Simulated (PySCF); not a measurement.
Structure problem from calculated spectra and properties.

Formula: C5H7ClN2O.

| Property | Result |
| --- | --- |
| Rotational structure | rotational constants A, B, C: 3.977, 0.708, 0.690 GHz [GFN2-xTB] |
| UV, strongest line | among the 8 lowest singlet transitions: S2 at 6.43 eV (193 nm, f = 0.372) [TDDFT wB97X-D/def2-SVPD] |
| UV, first state | lowest singlet excitation: 5.93 eV (209 nm, f = 0.000) [TDDFT wB97X-D/def2-SVPD] |
| NMR, other nuclei | isotropic shieldings of nuclei other than C and H, by class: -81 (1 N), -79 (1 N), -5 (1 O), 758 (1 Cl) ppm [GIAO PBE0/pcSseg-1] |
| Polarisability | 87.6 au [wB97X-D/def2-SVPD] |
| 13C NMR | chemical shifts (computed TMS as zero) by class: 181.3 (1 C), 161.2 (1 C), 30.8 (1 C), 24.9 (2 C) ppm [GIAO PBE0/pcSseg-1] |

Electronic properties: PySCF, gas phase, density fitting. Levels stand in brackets. The structure is a single GFN2-xTB conformer in the gas phase; no vibrational or solvent corrections. NMR values are class means; diastereotopic atoms form classes of their own.

**Question.** What is the compound? Reason from the data.

**Answer.** Numbering: `[CH3:1][CH:2]([CH3:3])[c:4]1[n:5][n:6][c:7]([Cl:8])[o:9]1`. Its formula, C5H7ClN2O, gives 3 degrees of unsaturation: 1 ring and 2 π bonds in the structure found (Kekulé form). 5 carbons fall into 4 classes; from least to most shielded: substituted aromatic carbon [C4] (181.3 ppm), aromatic C–Cl carbon [C7] (161.2 ppm), benzylic-type carbon [C2] (30.8 ppm), methyl carbon [C1/C3] (24.9 ppm, 2 C). The other shieldings belong to: -81 ppm, pyridine-type nitrogen [N6]; -79 ppm, pyridine-type nitrogen [N5]; -5 ppm, furan-type oxygen [O9]; 758 ppm, aryl chlorine [Cl8]. The optimised geometry has point group Cs and is an asymmetric top. Structure: `CC(C)C1=NN=C(Cl)O1`. The assignments are read from this structure; whether some other isomer fits the data as well wasn't checked.

Shape of the structure used: `[CH3:1][CH:2]([CH3:3])[c:4]1[n:5][n:6][c:7]([Cl:8])[o:9]1`: C1–C2–C4–N5 -61°.
